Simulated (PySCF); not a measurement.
A run for PySCF: D3(BJ) and D4 dispersion corrections on H2 (SMILES [H][H]).

```python
from pyscf import gto
from pyscf.dispersion import dftd3, dftd4

mol = gto.M(
    atom='''
    H    -0.61203198    0.30408096    0.13778172
    H     0.03070897    0.26850090   -0.23557631
    ''',
    basis='def2-svp',
    charge=0, spin=0, verbose=0, max_memory=1800)
d3, d4 = {}, {}
for xc in ['hf', 'pbe', 'blyp', 'revpbe', 'tpss', 'r2scan', 'b3lyp', 'pbe0', 'bhlyp', 'camb3lyp', 'b2plyp']:
    d3[xc] = float(dftd3.DFTD3Dispersion(mol, xc=xc, version='d3bj', atm=False).get_dispersion()['energy'])
    print(f'D3(BJ) {xc:10s} {d3[xc]:14.8f} Eh')
for xc in ['hf', 'pbe', 'blyp', 'revpbe', 'tpss', 'r2scan', 'b3lyp', 'pbe0', 'bhlyp', 'camb3lyp', 'b2plyp']:
    d4[xc] = float(dftd4.DFTD4Dispersion(mol, xc={'camb3lyp': 'cam-b3lyp'}.get(xc, xc), atm=True).get_dispersion()['energy'])
    print(f'D4     {xc:10s} {d4[xc]:14.8f} Eh')
```

The log:

```
D3(BJ) hf            -0.00117376 Eh
D3(BJ) pbe           -0.00009173 Eh
D3(BJ) blyp          -0.00017716 Eh
D3(BJ) revpbe        -0.00027729 Eh
D3(BJ) tpss          -0.00010510 Eh
D3(BJ) r2scan        -0.00002154 Eh
D3(BJ) b3lyp         -0.00014082 Eh
D3(BJ) pbe0          -0.00006894 Eh
D3(BJ) bhlyp         -0.00009781 Eh
D3(BJ) camb3lyp      -0.00005082 Eh
D3(BJ) b2plyp        -0.00005583 Eh
D4     hf            -0.00039020 Eh
D4     pbe           -0.00007418 Eh
D4     blyp          -0.00017992 Eh
D4     revpbe        -0.00039477 Eh
D4     tpss          -0.00010104 Eh
D4     r2scan        -0.00001842 Eh
D4     b3lyp         -0.00011575 Eh
D4     pbe0          -0.00005902 Eh
D4     bhlyp         -0.00006405 Eh
D4     camb3lyp      -0.00005559 Eh
D4     b2plyp        -0.00005062 Eh
```

The run finished.

Cost: very roughly 0.05 core-seconds.
